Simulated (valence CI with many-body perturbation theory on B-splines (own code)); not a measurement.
Forbidden lines of Mo35+

Calculated by relativistic CI+MBPT: five valence electrons over a frozen Dirac-Fock core [He], a basis of 9 s, 9 p, 8 d, 6 f, 3 g, 1 h functions for each j, with the one-electron correlation potential Σ1, the two-electron term Σ2, the three-electron term Σ3, Breit, model QED; selected CI, second order for the rest (own B-spline code, finite nucleus).

The last digits are not significant, and no measured levels were compared; by estimate large intervals hold to a few tenths of a per cent, small ones and those within an open d or f shell to about a per cent. Among the levels kept, up to 2000 cm⁻¹ of a level comes from second order outside the variational space, and about a tenth of that is noise between levels of different J, which matters for small intervals.

Lines 1 to 50 of 57 in falling wavelength, among levels below 24369 × 10³ cm⁻¹, chosen from the decays that carry over 1 % of a level's rate. Wavelengths and rates use the calculated energies. Electric multipoles are in the length gauge, E1 and E2 with the static RPA response of the core. S is in atomic units (e²a₀⁴ for E2 and M2, e²a₀⁶ for E3), for M1 in squared Bohr magnetons. Weak lines are less certain than strong ones. Lines between different terms over intervals too small for the method are left out, as are lines whose strength nearly cancels. The highest levels of a list are the least certain.

Levels are named by their leading jj configuration (3d3/2^4 stands for four electrons in 3d with j = 3/2), which in mixed levels can hold well under half, so a name can repeat and another be missing. Letters in brackets count levels of one name in rising energy.

```csv
λ vac (nm),Upper,Lower,Type,A (s⁻¹),S (a.u.)
12.56,(2s^2 2p1/2 2p3/2^2) J=3/2,(2s^2 2p1/2^2 2p3/2) J=3/2,M1,1.06e+07,3.12e+00
12.51,(2s^2 2p3/2^3) J=3/2,(2s^2 2p1/2 2p3/2^2) J=1/2,M1,2.57e+06,7.46e-01
10.83,(2s^2 2p1/2 2p3/2^2) J=5/2,(2s^2 2p1/2^2 2p3/2) J=3/2,M1,1.91e+06,5.39e-01
10.32,(2s^2 2p3/2^3) J=3/2,(2s^2 2p1/2 2p3/2^2) J=5/2,M1,4.30e+06,7.01e-01
9.146,(2s^2 2p1/2 2p3/2^2) J=1/2,(2s^2 2p1/2^2 2p3/2) J=3/2,M1,9.70e+06,5.50e-01
9.122,(2s^2 2p3/2^3) J=3/2,(2s^2 2p1/2 2p3/2^2) J=3/2,M1,1.89e+07,2.12e+00
0.4930,(2s^2 2p1/2 2p3/2 3d5/2) J=9/2,(2s 2p1/2 2p3/2^3) J=5/2,E2,2.45e+08,6.37e-06
0.4722,(2s^2 2p3/2^2 3d5/2) J=9/2,(2s 2p1/2 2p3/2^3) J=5/2,E2,2.54e+08,5.33e-06
0.4644,(2s^2 2p1/2 2p3/2 3p1/2) J=3/2 [a],(2s^2 2p1/2 2p3/2^2) J=1/2,E2,6.97e+09,5.38e-05
0.4628,(2s^2 2p1/2 2p3/2 3p1/2) J=5/2,(2s^2 2p1/2 2p3/2^2) J=1/2,E2,1.16e+10,1.32e-04
0.4616,(2s^2 2p1/2 2p3/2 3p1/2) J=1/2,(2s^2 2p1/2 2p3/2^2) J=5/2,E2,1.76e+10,6.60e-05
0.4593,(2s^2 2p3/2^2 3p1/2) J=3/2,(2s^2 2p3/2^3) J=3/2,E2,1.60e+10,1.17e-04
0.4592,(2s^2 2p1/2^2 3p1/2) J=1/2,(2s^2 2p1/2^2 2p3/2) J=3/2,E2,6.98e+10,2.54e-04
0.4592,(2s^2 2p1/2 2p3/2 3p1/2) J=5/2,(2s^2 2p1/2 2p3/2^2) J=5/2,E2,4.06e+10,4.44e-04
0.4589,(2s^2 2p1/2 2p3/2 3p1/2) J=1/2,(2s^2 2p1/2 2p3/2^2) J=3/2,E2,2.55e+10,9.27e-05
0.4587,(2s^2 2p3/2^2 3p1/2) J=5/2,(2s^2 2p3/2^3) J=3/2,E2,4.68e+10,5.09e-04
0.4581,(2s^2 2p1/2 2p3/2 3p1/2) J=3/2 [a],(2s^2 2p1/2 2p3/2^2) J=3/2,E2,4.58e+10,3.30e-04
0.4581,(2s^2 2p1/2 2p3/2 3p3/2) J=3/2 [a],(2s^2 2p1/2 2p3/2^2) J=1/2,E2,4.14e+09,2.99e-05
0.4574,(2s 2p1/2^2 2p3/2 3p3/2) J=7/2,(2s 2p1/2^2 2p3/2^2) J=5/2,E2,1.46e+10,2.09e-04
0.4565,(2s^2 2p1/2 2p3/2 3p1/2) J=5/2,(2s^2 2p1/2 2p3/2^2) J=3/2,E2,1.01e+10,1.07e-04
0.4564,(2s^2 2p1/2 2p3/2 3p1/2) J=3/2 [b],(2s^2 2p1/2 2p3/2^2) J=5/2,E2,4.19e+10,2.97e-04
0.4563,(2s^2 2p1/2 2p3/2 3p3/2) J=3/2 [b],(2s^2 2p1/2 2p3/2^2) J=1/2,E2,1.45e+10,1.03e-04
0.4559,(2s^2 2p1/2 2p3/2 3p3/2) J=5/2 [a],(2s^2 2p1/2 2p3/2^2) J=5/2,E2,5.88e+09,6.21e-05
0.4556,(2s^2 2p3/2^2 3p3/2) J=1/2,(2s^2 2p3/2^3) J=3/2,E2,3.80e+10,1.33e-04
0.4554,(2s^2 2p3/2^2 3p3/2) J=5/2,(2s^2 2p3/2^3) J=3/2,E2,2.09e+10,2.20e-04
0.4553,(2s^2 2p1/2 2p3/2 3p3/2) J=1/2 [a],(2s^2 2p1/2 2p3/2^2) J=5/2,E2,5.90e+09,2.06e-05
0.4553,(2s^2 2p3/2^2 3p3/2) J=7/2,(2s^2 2p3/2^3) J=3/2,E2,1.16e+10,1.63e-04
0.4551,(2s^2 2p1/2 2p3/2 3p3/2) J=5/2 [b],(2s^2 2p1/2 2p3/2^2) J=1/2,E2,1.69e+10,1.77e-04
0.4545,(2s^2 2p1/2 2p3/2 3p3/2) J=3/2 [a],(2s^2 2p1/2 2p3/2^2) J=5/2,E2,7.69e+09,5.33e-05
0.4537,(2s^2 2p1/2 2p3/2 3p3/2) J=7/2,(2s^2 2p1/2 2p3/2^2) J=5/2,E2,2.19e+10,3.01e-04
0.4536,(2s^2 2p3/2^2 3p1/2) J=1/2,(2s^2 2p3/2^3) J=3/2,E2,1.25e+10,4.28e-05
0.4533,(2s^2 2p1/2 2p3/2 3p3/2) J=5/2 [a],(2s^2 2p1/2 2p3/2^2) J=3/2,E2,1.82e+10,1.87e-04
0.4527,(2s^2 2p1/2^2 3p3/2) J=3/2,(2s^2 2p1/2^2 2p3/2) J=3/2,E2,3.64e+10,2.47e-04
0.4527,(2s^2 2p1/2 2p3/2 3p3/2) J=1/2 [a],(2s^2 2p1/2 2p3/2^2) J=3/2,E2,2.54e+10,8.63e-05
0.4519,(2s^2 2p1/2 2p3/2 3p3/2) J=3/2 [a],(2s^2 2p1/2 2p3/2^2) J=3/2,E2,1.19e+10,8.01e-05
0.4512,(2s^2 2p3/2^2 3p3/2) J=3/2 [a],(2s^2 2p3/2^3) J=3/2,E2,4.82e+10,3.21e-04
0.4510,(2s^2 2p1/2 2p3/2 3p3/2) J=7/2,(2s^2 2p1/2 2p3/2^2) J=3/2,E2,2.45e+09,3.27e-05
0.4500,(2s^2 2p1/2 2p3/2 3p3/2) J=1/2 [b],(2s^2 2p1/2 2p3/2^2) J=5/2,E2,5.74e+10,1.89e-04
0.4480,(2s^2 2p3/2^2 3d5/2) J=9/2,(2s 2p1/2^2 2p3/2^2) J=5/2,E2,4.34e+08,7.00e-06
0.4474,(2s^2 2p1/2 2p3/2 3p3/2) J=1/2 [b],(2s^2 2p1/2 2p3/2^2) J=3/2,E2,2.74e+10,8.78e-05
0.4436,(2s^2 2p1/2 2p3/2 3d5/2) J=9/2,(2s^2 2p1/2 2p3/2^2) J=5/2,M2,6.28e+08,9.63e-06
0.4375,(2s^2 2p1/2 2p3/2 3p3/2) J=5/2 [a],(2s^2 2p1/2^2 2p3/2) J=3/2,E2,1.05e+10,8.97e-05
0.4369,(2s^2 2p1/2 2p3/2 3p3/2) J=1/2 [a],(2s^2 2p1/2^2 2p3/2) J=3/2,E2,1.10e+10,3.13e-05
0.4363,(2s^2 2p3/2^2 3p3/2) J=1/2,(2s^2 2p1/2 2p3/2^2) J=5/2,E2,1.43e+10,4.05e-05
0.4362,(2s^2 2p1/2 2p3/2 3p3/2) J=3/2 [a],(2s^2 2p1/2^2 2p3/2) J=3/2,E2,2.69e+10,1.52e-04
0.4362,(2s^2 2p3/2^2 3p3/2) J=5/2,(2s^2 2p1/2 2p3/2^2) J=5/2,E2,2.31e+10,1.96e-04
0.4361,(2s^2 2p3/2^2 3p3/2) J=7/2,(2s^2 2p1/2 2p3/2^2) J=5/2,E2,1.90e+10,2.14e-04
0.4354,(2s^2 2p1/2 2p3/2 3p3/2) J=7/2,(2s^2 2p1/2^2 2p3/2) J=3/2,E2,3.48e+10,3.89e-04
0.4345,(2s^2 2p3/2^2 3p1/2) J=1/2,(2s^2 2p1/2 2p3/2^2) J=5/2,E2,8.58e+09,2.37e-05
0.4338,(2s^2 2p3/2^2 3p3/2) J=3/2 [b],(2s^2 2p1/2 2p3/2^2) J=1/2,E2,3.17e+10,1.74e-04
```
